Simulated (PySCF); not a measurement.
Ta(S)(F)2(OH) (F2HOSTa), SMILES [F][Ta]([F])([OH])=[S], multiplicity 1.

Geometry optimised at PBE0-D3(BJ)/def2-SVP. The multiplicity is an assumed one; other spin states were not compared. The def2 effective core potentials stand for the cores of Ta; spin–orbit coupling is left out. The values are those of a single conformer.

Level of theory: CAM-B3LYP/def2-TZVP in PySCF.

Gas-phase values at a fixed geometry.

```json
{
  "total_energy": "-731.02950 hartree",
  "point_group": "Cs",
  "highest_occupied_level": "-9.25 eV",
  "lowest_empty_level": "-0.73 eV",
  "orbital_gap": "8.52 eV",
  "dipole_moment": "2.82 D",
  "quadrupole, principal values (traceless, Buckingham form, about the centre of nuclear charge)": "-5.38, -5.36, 10.75 D·Å",
  "mean_static_polarisability": "57.6 bohr³ (8.54 Å³)",
  "polarisability_principal_values": "46.7, 52.1, 74.1 bohr³"
}
```
